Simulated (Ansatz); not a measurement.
CH7NOSi, SMILES `OCN[SiH3]`. Total charge 0; spin multiplicity 1.

```xyz
11

O     2.027   -0.192   -1.034
C     0.624   -0.116   -1.056
N     0.091    0.576    0.080
Si   -1.199   -0.001    1.060
H     2.279   -0.547   -0.175
H     0.387    0.382   -2.001
H     0.171   -1.118   -1.081
H     0.331    1.556    0.104
H    -0.947   -1.437    1.352
H    -2.555    0.094    0.443
H    -1.209    0.804    2.308
```

Task: What are the harmonic wavenumbers in cm⁻¹ at PBE0-D4/def2-TZVP (Ansatz, finite differences of forces, unscaled)? (Estimate.)

Result: The calculation gave: 68, 104, 223, 345, 423, 534, 690, 702, 832, 914, 969, 983, 1031, 1080, 1160, 1228, 1365, 1417, 1453, 1516, 2186, 2220, 2234, 2999, 3066, 3614, 3839.

Task: Is this a minimum?

Result: Yes, all 27 modes are real.

Task: Give the ideal-gas thermochemistry at 298.15 K and 1 bar (rigid rotor, harmonic oscillator; point group C1, symmetry number 1).

Result: Zero-point energy 222.5 kJ/mol; H(298) − E = 241.5 kJ/mol; entropy 325.8 J/(mol·K), of which translation 163.1, rotation 105.8, vibration 57.0; G(298) − E = 144.3 kJ/mol. Modes under 100 cm⁻¹ are hindered rotations or soft bends, so the harmonic entropy is rough.

Task: Rotational constants (cm⁻¹)?

Result: 0.7026, 0.08461, 0.0842.
